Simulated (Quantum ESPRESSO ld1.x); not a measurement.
Results of a calculation; reference values are marked as such.
The nuclear charge of neutral caesium is varied continuously with 55 electrons held in [Xe] 6s1. Level of theory: Dirac Kohn-Sham, BLYP, spin-unpolarised, spherical densities, point nucleus (ld1.x of Quantum ESPRESSO 7.5). By the Hellmann-Feynman theorem dE/dZ = E(electron-nucleus)/Z, the electronic potential at the nucleus.

Z	E (hartree)	E(electron-nucleus)/Z (hartree)	HOMO	e(HOMO) (eV)	<r> HOMO (bohr)
54.5	-7619.86	-340.035	6s1/2	-0.093	7.528
54.75	-7705.14	-342.248	6s1/2	-0.951	6.297
55	-7790.98	-344.457	6s1/2	-2.015	5.617
55.25	-7877.37	-346.666	6s1/2	-3.233	5.155
55.5	-7964.31	-348.875	6s1/2	-4.575	4.810
55.75	-8051.81	-351.085	6s1/2	-6.029	4.536
56	-8139.85	-353.296	6s1/2	-7.582	4.309

The central difference of E at Z = 55 is -344.457 hartree, to compare with the third column; the second derivative is -8.83 hartree. No converged solution with all levels bound was reached at Z = 54, 54.25.
